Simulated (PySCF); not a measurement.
B3H5N3, SMILES B1[N]BNBN1, multiplicity 2. Geometry: PBE0-D3(BJ)/def2-SVP. The isomer is the one that the SMILES or the coordinates give; other isomers of the formula were not compared.

Calculation: PBE0-D3(BJ)/def2-SVP (PySCF 2.14.0).

Harmonic wavenumbers (cm⁻¹): 191, 304, 381, 491, 523, 664, 676, 838, 878, 894, 895, 924, 931, 953, 1020, 1049, 1152, 1284, 1330, 1332, 1429, 1503, 2619, 2632, 2639, 3666, 3668. Rotational constants (GHz): 5.957, 5.175, 2.769; symmetry number 2.

Problem. Work out the zero-point energy and the ideal-gas rigid-rotor harmonic-oscillator thermochemistry at 298.15 K and 1 atm.

Solution. ZPE = ½ Σ hcν = ½ × 34867 cm⁻¹ = 49.84 kcal/mol. H − E(el) = 53.79 kcal/mol. Entropy in cal/(mol K): translation 39.03, rotation 24.36, vibration 7.92, spin 1.38, total 72.69. G − E(el) = 32.12 kcal/mol. Cp = 22.23 cal/(mol K).
